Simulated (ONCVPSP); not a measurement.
# Potentials for Ni (Z = 28) compared

Generated with ld1.x 7.5 (TM, RRKJ, ultrasoft, PAW), atompaw 4.2 or ONCVPSP 4.0.1. The cutoff is in Ry: for ld1.x and atompaw files where the sum of valence levels is converged to 10 mRy in a Bessel basis, for ONCV files where the hardest occupied wave has 1 mHa per electron of residual kinetic energy. The error is the largest all-electron minus pseudo excitation energy over each file’s own four to seven test configurations (ionisations up to +4, promotions, holes and added fractions of an electron), all of which were solved. The labels leave out finer settings (local radius, basis sizes, second energies), which also bear on the numbers. Spin-polarised tests are not counted. The rows are a selection from randomly drawn settings: files with unsolved tests, undetermined cutoffs or missed reference levels are left out.

A true bound ghost makes a file unfit for plane-wave use even where its test errors are small: the radial tests pick states by their node count and pass the ghost by.

```tsv
potential	cutoff (Ry)	largest error (meV)	bound ghosts
ONCV, PBE, scalar-relativistic, rc 1.35/0.75/1.50 (spd), local smoothed, core correction no, reference 3s2 3p6 3d8 4s1, qcut 8.2/13.2/12.6, projectors 2/2/1	142	+145	none
ONCV, PW91, scalar-relativistic, rc 1.40/1.10/1.50 (spd), local smoothed, core correction yes, reference 3s2 3p6 3d9 4s1, qcut 9.1/12.7/8.6, projectors 2/2/3	86	+305	none
ONCV, LDA (Perdew-Zunger), scalar-relativistic, rc 1.35/1.05/1.30 (spd), local smoothed, core correction yes, reference 3s2 3p6 3d8 4s1.5, qcut 8.5/10.4/13.5, projectors 2/2/2	131	+0.5	none
ONCV, PBE, scalar-relativistic, rc 2.15/1.65/1.55 (spd), local smoothed, core correction yes, reference 3d8 4s2, qcut 2.9/5.9/8.3, projectors 2/2/3	70	-93	p
ONCV, PW91, non-relativistic, rc 1.00/0.90/0.75 (spd), local smoothed, core correction yes, reference 3s2 3p6 3d8, qcut 10.8/18.8/12.9, projectors 2/2/2	578	+25	none
ONCV, LDA (Perdew-Wang 92), scalar-relativistic, rc 1.05/1.60/1.60 (spd), local smoothed, core correction yes, reference 3s2 3p6 3d8 4s1 4p1, qcut 14.1/7.1/11.1, projectors 3/2/3	127	+51	none
```

Question: Fill in the row for Ni: ONCV, BLYP, scalar-relativistic, rc 2.05/1.70/0.80 (spd), local smoothed, core correction no, reference 3d8 4s2, qcut 2.9/5.4/14, projectors 2/2/2.

Answer: cutoff 202 Ry, largest error +107 meV, bound ghosts: s, p.

Question: Fill in the row for Ni: ONCV, PBEsol, scalar-relativistic, rc 1.15/0.95/0.80 (spd), local smoothed, core correction yes, reference 3s2 3p6 3d8, qcut 9.4/17/12.7, projectors 3/1/2.

Answer: cutoff 555 Ry, largest error -13 meV, bound ghosts: none.
